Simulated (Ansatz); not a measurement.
C2H8AlB (`C[B](C)[AlH2]`), relaxed with RKS PBE-D4/def2-SVP in the Gaussian-basis code of Ansatz from a rough embedded geometry. The force threshold is 0.03 eV/Å; the program also tests the step.

Total charge 0; spin multiplicity 1.

Start:

```xyz
12

C     0.740   -1.067   -0.866
B    -0.004   -0.021   -0.015
C    -1.524    0.245   -0.250
Al    0.961    1.087    1.364
H     1.629   -0.618   -1.412
H     1.199   -1.897   -0.180
H     0.091   -1.604   -1.609
H    -1.709    1.315   -0.609
H    -2.152    0.029    0.672
H    -1.964   -0.417   -1.063
H     2.538    0.786    1.702
H     0.194    2.162    2.265
```

**Question.** By how much does the energy fall, and how many steps does the optimiser take? (Best estimate.)

**Answer.** Computed: 41.92 kJ/mol, in 22 steps, 4 of them rejected.

**Question.** Which bonds change most? (Best estimate.)

**Answer.** Computed: B2–Al4 from 2.015 to 2.147 Å; C1–H6 from 1.170 to 1.120 Å; C1–B2 from 1.540 to 1.577 Å; C3–H9 from 1.136 to 1.109 Å.

**Question.** Give the relaxed structure. (Best estimate.)

**Answer.** The calculation gave: 
```xyz
12

C     0.776   -0.824   -1.118
B    -0.016   -0.016   -0.021
C    -1.591   -0.062   -0.059
Al    1.019    1.115    1.482
H     1.786   -0.458   -1.392
H     0.943   -1.817   -0.626
H     0.195   -1.041   -2.041
H    -1.852    0.827   -0.689
H    -2.130    0.086    0.898
H    -2.014   -0.942   -0.593
H     1.633    0.424    2.808
H     1.251    2.710    1.351
```
